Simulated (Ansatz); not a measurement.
Job for Ansatz (a program for electronic structure): R-r2SCAN/def2-TZVPP on GaH4P (SMILES [PH2][GaH2]), a point of a torsion scan.

Ansatz 0.2 input:
```yaml
crystal:
  periodic: [false, false, false]
  atoms:
    - {symbol: P, position_ang: [-1.37665879, -0.20832013, -0.63798052]}
    - {symbol: Ga, position_ang: [0.87241289, 0.29538272, -0.29001311]}
    - {symbol: H, position_ang: [-1.74211466, 1.00546678, -0.03467938]}
    - {symbol: H, position_ang: [-1.41300612, -0.87502906, 0.59618365]}
    - {symbol: H, position_ang: [1.72458897, -0.09280394, 1.00633357]}
    - {symbol: H, position_ang: [1.82134722, 1.08060715, -1.30185597]}
basis:
  gaussian:
    orbitals: def2-TZVPP
hamiltonian:
  xc: {name: r2SCAN}
scf: {lower_state_search: off}
```

What total energy does the run end on?

-2268.5623 hartree.
